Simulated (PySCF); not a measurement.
**How methods differ on the ionisation energy of W⁺**

W⁺ [Xe] 4f14 5d4 6s1 (6D) → W²⁺ [Xe] 4f14 5d4 (5D), as a difference of total energies. All numbers are calculated (PySCF 2.14, a scalar-relativistic core potential, in aug-cc-pwCVDZ-PP with ECP60MDF (6s6p5d3f, 70 functions)). Correlated levels: valence: 5s2 5p6 frozen. The calculations carry no spin-orbit coupling.

| method | ionisation energy (eV) |
| --- | --- |
| UHF | 15.000 |
| MP2 (valence) | 15.465 |
| SCS-MP2 (valence) | 15.155 |
| CCSD (valence) | 15.529 |
| CCSD(T) (valence) | 15.541 |

Question: How much does correlation contribute at CCSD(T) (valence)?

Answer: 15.541 − (15.000) = 0.541 eV, measured against UHF.

The reference lies between the lowest fine-structure levels, while these numbers refer to the centres of the terms.

Errors of the correlated levels include the incompleteness of this basis and the frozen core.

For comparison: 16.37 ± 0.15 eV (semi-empirical (NIST evaluation); NIST Atomic Spectra Database, ionization energies).
